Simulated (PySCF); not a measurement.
Isomers of C7H8O3, mass 140.047 u with the commonest isotopes. Theory: PBE0/pcSseg-1 in PySCF (dipole) on a GFN2-xTB geometry, gas phase. One conformer each, none proved a minimum here; rigid rotors.

Task: Order these by dipole moment, smallest first.
A. `[CH3:1][C:2]#[C:3][CH2:4][C:5](=[O:6])[O:7][C:8]([CH3:9])=[O:10]` with C3–C4–C5–O6 107°, C4–C5–O7–C8 166°, C5–O7–C8–C9 170°
B. `[O:1]=[CH:2][O:3][C@@H:4]1[CH2:5][CH2:6][CH:7]=[CH:8][C:9]1=[O:10]` with O1–C2–O3–C4 8°, C2–O3–C4–C5 -155°, O3–C4–C5–C6 178°, C4–C5–C6–C7 49°, C5–C6–C7–C8 -18°, C7–C8–C9–O10 169°
C. `[CH3:1][CH2:2][c:3]1[cH:4][cH:5][c:6]([C:7](=[O:8])[OH:9])[o:10]1` with C1–C2–C3–C4 0°, C5–C6–C7–O8 1°, C6–C7–O9–H 180°
D. `[CH3:1][C:2](=[O:3])[O:4]/[CH:5]=[CH:6]/[CH:7]=[CH:8]/[CH:9]=[O:10]` with C1–C2–O4–C5 180°, C2–O4–C5–C6 180°, C5–C6–C7–C8 180°, C7–C8–C9–O10 0°
E. `[CH3:1][O:2][C:3]1([CH3:4])[C:5](=[O:6])[CH:7]=[CH:8][C:9]1=[O:10]` with C1–O2–C3–C4 180°, O2–C3–C5–O6 -32°, C3–C5–C7–C8 -14°, C7–C8–C9–O10 -164°, O2–C3–C9–C8 -146°

Result: E (2.75 D), C (3.05 D), A (4.43 D), B (5.01 D), D (5.26 D).

Task: Order these by out-of-plane moment Σ m c² = (Ia + Ib − Ic)/2, largest first.
A. `[CH3:1][C:2](=[O:3])[O:4]/[CH:5]=[CH:6]/[CH:7]=[CH:8]/[CH:9]=[O:10]` with C1–C2–O4–C5 180°, C2–O4–C5–C6 180°, C5–C6–C7–C8 180°, C7–C8–C9–O10 0°
B. `[CH3:1][O:2][C:3]1([CH3:4])[C:5](=[O:6])[CH:7]=[CH:8][C:9]1=[O:10]` with C1–O2–C3–C4 180°, O2–C3–C5–O6 -32°, C3–C5–C7–C8 -14°, C7–C8–C9–O10 -164°, O2–C3–C9–C8 -146°
C. `[CH3:1][C:2]#[C:3][CH2:4][C:5](=[O:6])[O:7][C:8]([CH3:9])=[O:10]` with C3–C4–C5–O6 107°, C4–C5–O7–C8 166°, C5–O7–C8–C9 170°
D. `[CH3:1][O:2][C:3](=[O:4])[c:5]1[cH:6][cH:7][c:8]([CH3:9])[o:10]1` with C1–O2–C3–O4 0°, O2–C3–C5–C6 180°
E. `[O:1]=[CH:2][O:3][C@@H:4]1[CH2:5][CH2:6][CH:7]=[CH:8][C:9]1=[O:10]` with O1–C2–O3–C4 8°, C2–O3–C4–C5 -155°, O3–C4–C5–C6 178°, C4–C5–C6–C7 49°, C5–C6–C7–C8 -18°, C7–C8–C9–O10 169°

Result: B (99.82 u·Å²), C (71.06 u·Å²), E (44.86 u·Å²), D (3.15 u·Å²), A (1.56 u·Å²).

Task: Order these by rotational constant A, smallest first.
A. `[CH3:1][O:2][C:3]1([CH3:4])[C:5](=[O:6])[CH:7]=[CH:8][C:9]1=[O:10]` with C1–O2–C3–C4 180°, O2–C3–C5–O6 -32°, C3–C5–C7–C8 -14°, C7–C8–C9–O10 -164°, O2–C3–C9–C8 -146°
B. `[CH3:1][CH2:2][c:3]1[cH:4][cH:5][c:6]([C:7](=[O:8])[OH:9])[o:10]1` with C1–C2–C3–C4 0°, C5–C6–C7–O8 1°, C6–C7–O9–H 180°
C. `[CH3:1][C:2](=[O:3])[O:4]/[CH:5]=[CH:6]/[CH:7]=[CH:8]/[CH:9]=[O:10]` with C1–C2–O4–C5 180°, C2–O4–C5–C6 180°, C5–C6–C7–C8 180°, C7–C8–C9–O10 0°
D. `[CH3:1][C:2]#[C:3][CH2:4][C:5](=[O:6])[O:7][C:8]([CH3:9])=[O:10]` with C3–C4–C5–O6 107°, C4–C5–O7–C8 166°, C5–O7–C8–C9 170°
E. `[O:1]=[CH:2][O:3][C@@H:4]1[CH2:5][CH2:6][CH:7]=[CH:8][C:9]1=[O:10]` with O1–C2–O3–C4 8°, C2–O3–C4–C5 -155°, O3–C4–C5–C6 178°, C4–C5–C6–C7 49°, C5–C6–C7–C8 -18°, C7–C8–C9–O10 169°
F. `[CH3:1][O:2][C:3](=[O:4])[c:5]1[cH:6][cH:7][c:8]([CH3:9])[o:10]1` with C1–O2–C3–O4 0°, O2–C3–C5–C6 180°

Result: A (1619 MHz), D (1948 MHz), E (2501 MHz), F (3190 MHz), B (3933 MHz), C (5633 MHz).

```json
{"SMILES": "O=CO[C@@H]1CCC=CC1=O", "point group": "C1", "Ia (u·Å²)": "202.08", "Ib (u·Å²)": "485.45", "Ic (u·Å²)": "597.82", "κ": "-0.76", "μa (D)": "4.03", "μb (D)": "2.94", "μc (D)": "0.35"}
{"SMILES": "COC1(C)C(=O)C=CC1=O", "point group": "Cs", "Ia (u·Å²)": "312.20", "Ib (u·Å²)": "322.75", "Ic (u·Å²)": "435.31", "κ": "0.77", "μa (D)": "0.07", "μb (D)": "2.74", "μc (D)": "0.20"}
{"SMILES": "COC(=O)c1ccc(C)o1", "point group": "Cs", "Ia (u·Å²)": "158.43", "Ib (u·Å²)": "614.21", "Ic (u·Å²)": "766.34", "κ": "-0.87", "μa (D)": "2.09", "μb (D)": "1.62", "μc (D)": "0.00"}
{"SMILES": "CC#CCC(=O)OC(C)=O", "point group": "C1", "Ia (u·Å²)": "259.40", "Ib (u·Å²)": "680.93", "Ic (u·Å²)": "798.20", "κ": "-0.83", "μa (D)": "1.74", "μb (D)": "2.38", "μc (D)": "3.30"}
{"SMILES": "CC(=O)O/C=C/C=C/C=O", "point group": "Cs", "Ia (u·Å²)": "89.72", "Ib (u·Å²)": "1283.09", "Ic (u·Å²)": "1369.68", "κ": "-0.99", "μa (D)": "3.38", "μb (D)": "4.03", "μc (D)": "0.00"}
{"SMILES": "CCc1ccc(C(=O)O)o1", "point group": "Cs", "Ia (u·Å²)": "128.51", "Ib (u·Å²)": "696.97", "Ic (u·Å²)": "819.22", "κ": "-0.93", "μa (D)": "2.95", "μb (D)": "0.79", "μc (D)": "0.01"}
```
